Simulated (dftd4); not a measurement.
boron atom (B), doublet; D4 for r2scan run with dftd4.

dftd4 was given this input:
```
$ dftd4 mol.xyz --func r2scan --charge 0 --json dftd4.json --noedisp --property

# file mol.xyz
1

B      0.00000000     0.00000000     0.00000000
```

Output, abridged:

```
                    ____  _____ _____     ____  _  _
      -------------|  _ \|  ___|_   _|---|  _ \| || |------------
     |             | | | | |_    | | ___ | | | | || |_           |
     |             | |_| |  _|   | ||___|| |_| |__   _|          |
     |             |____/|_|     |_|     |____/   |_|            |
     |             ===================================           |
     |            E. Caldeweyher, S. Ehlert & S. Grimme          |
     |          Mulliken Center for Theoretical Chemistry        |
     |                    University of Bonn                     |
      -----------------------------------------------------------

Rational (Becke-Johnson) damping: r2scan-D4-ATM
---------------------
  s6         1.0000
  s8         0.6019
  s9         1.0000
  a1         0.5156
  a2         5.7734
 alp        16.0000
--------------------

Atomic data, radii in Ångström:
------------------------------------------------------
   Z          R(cov)      r4/r2   hardness         EN
------------------------------------------------------
   5 B        1.0267     1.9286     0.3395     2.0400
------------------------------------------------------

Atomic reference systems (in atomic units):
----------------------------------------------------------------------------
   Z        #      CN     q+Z       C6(AA)   #      CN     q+Z       C6(AA)
----------------------------------------------------------------------------
   5 B      1  0.0000  5.0000     108.2943   2  0.9302  4.8954      83.5174
            3  1.8632  4.7985      66.2710   4  2.7915  4.7178      46.1170
            5  4.4133  4.6596      44.5254
----------------------------------------------------------------------------

Atomic properties (in atomic units):
----------------------------------------------------------------------------
     #    Z              CN          q      C6(AA)        C8(AA)   alpha(0)
----------------------------------------------------------------------------
     1    5 B        0.0000     0.0000    108.2300     4312.5748    22.0988
----------------------------------------------------------------------------

Molecular properties (in atomic units):
----------------------------------------
 molecular C6                 108.2300
 molecular C8                4312.5748
----------------------------------------

Dispersion energy:       0.0000000000000E+00 Eh

[Info] JSON dump of results written to 'dftd4.json'
```
